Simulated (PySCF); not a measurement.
C3H6FNSi, SMILES C#C[C@H](N)[SiH2]F.

The structure is a stationary point at ωB97X-D3(BJ)/def2-SVP. The structure was generated by enumeration; whether it is a known compound was not checked. One conformer was computed; it need not be the lowest.

Two levels are set side by side: TDA-PBE/def2-SVPD (PySCF) and TDA-M06-2X/def2-SVPD (PySCF). Vertical, same geometry. The lowest singlet is HOMO→LUMO 97 % with PBE and HOMO→LUMO 56 %, HOMO→LUMO+2 12 % with the other functional; states are paired by order. Differences are taken from unrounded values.

```csv
quantity,TDA-M06-2X
lowest singlet excitation (eV),5.62
lowest triplet excitation (TDA) (eV),5.32
first bright state (f over 0.05) (eV),7.64
its oscillator strength,0.13
```

What does TDA-PBE give, and how far is it from TDA-M06-2X? (Estimate from the structure and the level; the computed values follow.)


```
quantity                               TDA-PBE  TDA-PBE minus TDA-M06-2X
-------------------------------------  -------  ------------------------
lowest singlet excitation (eV)            4.70                     -0.93
lowest triplet excitation (TDA) (eV)      4.35                     -0.97
first bright state (f over 0.05) (eV)     6.36                     -1.28
its oscillator strength                   0.08                     -0.05
```

Functionals without exact exchange tend to place singlet excitations lower, as here. Differences between two approximate levels are no errors against the true value.

Rough cost on one machine, each run with all the roots and properties that it gave: TDA-M06-2X against TDA-PBE about 9 times.
